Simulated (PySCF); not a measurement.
F5Si, charge -1.

```xyz
6

F      0.0000     0.0000     1.6950
Si     0.0000     0.0000     0.0000
F     -1.6604     0.0000     0.0000
F      0.8302     1.4380     0.0000
F      0.8302    -1.4380     0.0000
F      0.0000     0.0000    -1.6950
```
Charge -1, spin multiplicity 1.

The structure is a stationary point at B3LYP-D3(BJ)/def2-SVPD.

Calculation: PBE0/pcSseg-1 in PySCF. Non-relativistic, no solvent.

Computed absolute GIAO shielding of each atom: isotropic value and principal components (ppm):
```csv
atom,σ(iso),σ11,σ22,σ33,span
F1,319.6,274.3,274.3,410.1,135.7
Si2,483.1,441.4,504.0,504.0,62.6
F3,324.2,280.3,285.2,407.0,126.7
F4,324.2,280.3,285.2,407.0,126.7
F5,324.2,280.3,285.2,407.0,126.7
F6,319.6,274.3,274.3,410.1,135.7
```
